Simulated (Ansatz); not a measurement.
Calculated with Ansatz (gas phase, PBE0-D4/def2-TZVP geometries, no zero-point term in ΔE). CBS: MP2 limit from def2 TZ/QZ plus the TZ coupled-cluster correction, frozen cores. This one scheme is used for every species, atoms too. Functionals use def2-TZVPP. Open shells (•) are unrestricted, without spin–orbit coupling. Spin–orbit coupling would lower the free atoms: a little for C, F; strongly for Sn. Elements past krypton have def2 core potentials. Bonds to Sn are less sure, by a few kJ/mol each and by 10 to 20 or more in all where they break to atoms, as the def2 sets lack core-valence functions.

Reaction (atomization): `[CH3][SnH2][F]` → C• + F• + 5 H• + Sn•

```
          level  ΔE (kJ/mol)
        ωB97X-V       2537.8
           PBE0       2486.4
  CCSD/def2-SVP       2349.2
CCSD/def2-TZVPP       2446.1
```

What does CCSD(T)/CBS give? (An estimate is asked.)

The calculation gave: +2545.1 kJ/mol. The listed levels differ from it by -7.3, -58.7, -195.9, -99.0 kJ/mol.

Largest T1 diagnostic among the species: 0.013.

From BLYP to BHLYP (50 % exact exchange), in def2-TZVPP and without D4, ΔE moves by −41.5 kJ/mol: exact exchange takes away binding that semilocal exchange gives to molecules. In def2-TZVPP, CCSD(T) changes the Hartree–Fock value by +628.3 kJ/mol (the triples alone add +31.5 kJ/mol) and MP2 by +626.6 kJ/mol; breaking electron pairs costs correlation energy, which Hartree–Fock lacks. The D4 term adds +18.8 kJ/mol with B3LYP and +9.7 kJ/mol with PBE0; it sums over pairs of atoms, weighted by their polarisabilities, and B3LYP, whose exchange is more repulsive, gets the larger term.

B3LYP here is the variant with VWN-RPA as its local correlation; programs differ in this.

For atomizations the MP2-based limit and the directly extrapolated one differ by several kJ/mol either way, and by 10 to 25 for some Ge, Se and Sn compounds, so smaller differences from it don't rank the levels.
